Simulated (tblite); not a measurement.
Run record: tight-binding relaxation, `[H]/[C]=C(\C/C=C/Cl)C(N)=O` [radical].

Computed with GFN2-xTB geometry optimisation, gas phase (tblite 0.8.0). Start geometry: from a force field or distance geometry. The command runs a driver script over a list of jobs; the input below is this job's line of settings and its coordinates in Å.

Command:
```bash
OMP_NUM_THREADS=1 python probes_run.py task.json out
```

Input:
```
{"job": {"kind": "relax", "xc": "GFN2-xTB", "basis": "xTB"}, "charge": 0, "multiplicity": 2}
C      0.935600    -2.417100    -0.149700
C      0.622100    -1.107800    -0.189500
C     -0.778800    -0.745300    -0.053700
C     -1.096600     0.125900     1.099500
C     -1.630500     1.339300     0.983700
Cl    -2.005700     2.371900     2.331800
C      1.725000    -0.161300    -0.336200
N      1.546500     1.250500    -0.375700
O      2.901700    -0.645000    -0.425000
H      0.046500    -3.071100    -0.027100
H     -1.173500    -0.227300    -0.985700
H     -1.382700    -1.691700     0.082700
H     -0.874600    -0.281500     2.116100
H     -1.828900     1.685100    -0.055700
H      0.673500     1.713300    -0.742000
H      2.312800     1.871100    -0.017200
```

Output:
```
step      E/eV     max force
  0    -755.36651    3.908
  1    -755.82608    3.150
  2    -755.98565    1.030
  3    -756.06344    0.819
  4    -756.15123    0.755
  5    -756.18668    0.844
  6    -756.23070    0.684
  7    -756.27624    0.593
  8    -756.30882    0.556
  9    -756.34462    0.457
... (223 lines left out)
233    -756.81098    0.057
234    -756.81158    0.044
235    -756.81190    0.040
236    -756.81203    0.032
237    -756.81209    0.023
238    -756.81212    0.013
239    -756.81215    0.011
240    -756.81218    0.014
241    -756.81220    0.011
242    -756.81221    0.009
```

«max force» is the largest atomic force in eV/Å.

Q: From which step on does the largest force stay under 0.1 eV/Å, and how much energy is left to gain from there?

A: From step 233 (0.057 eV/Å), 1.2 meV above the end.

Summary of the converged run: energy lowered by 33.3 kcal/mol over 242 steps; largest atomic force 0.009 eV/Å at the end.

Q: Give the final coordinates.

A: 1.306 Å rms from the input after alignment:
```
atom  x, y, z in Å
C1     1.1014   -1.6603    1.0370
C2     0.5395   -0.8257    0.2270
C3    -0.9256   -0.8603   -0.2497
C4    -1.7130    0.0869    0.5846
C5    -1.9175    1.3461    0.2237
Cl6   -2.7816    2.4575    1.2052
C7     1.3005    0.3348   -0.3626
N8     2.5334    0.4846    0.1601
O9     0.8499    1.0592   -1.2228
H10    0.8661   -2.5340    1.5973
H11   -0.9157   -0.5382   -1.2912
H12   -1.3119   -1.8742   -0.1608
H13   -2.0724   -0.2791    1.5361
H14   -1.5540    1.7626   -0.7031
H15    2.8603   -0.1693    0.8529
H16    3.1330    1.2185   -0.1776
```

Q: How long does this job take on one thread, Arm Neoverse V2 (aarch64), no GPU, shared host?

A: About 1.5 s.
Labels such as C1 count atoms from 1, the log's own numbers from 0.
